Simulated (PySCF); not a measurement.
**[SnCl3]-: breathing scan**

Method: PBE0 in PySCF with Sn def2-TZVPD with ECP28, Cl def2-TZVPD; scalar-relativistic core potentials, no spin–orbit coupling; density-fitted integrals.

Rigid scan from the singlet minimum (Sn–Cl 2.474 Å (×3); Cl–Sn–Cl 97.3° (×3)). Coordinate: all bonds to the central atom scaled together. Energies in kJ/mol from the minimum.

| scale of all bonds to the centre | E (kJ/mol) | dipole size (D, about the centre of mass) |
| --- | --- | --- |
| 0.88 | 172.9 | 1.12 |
| 0.92 | 66.1 | 1.98 |
| 0.96 | 14.3 | 2.84 |
| 1.00 | 0.0 | 3.70 |
| 1.04 | 11.1 | 4.51 |
| 1.08 | 39.4 | 5.29 |
| 1.14 | 101.5 | 6.38 |
| 1.22 | 202.6 | 7.69 |
| 1.35 | 373.4 | 9.51 |

At long bonds a restricted determinant can lie too high, and another spin state can fall below this curve.

Other isomers or separated fragments may lie lower.
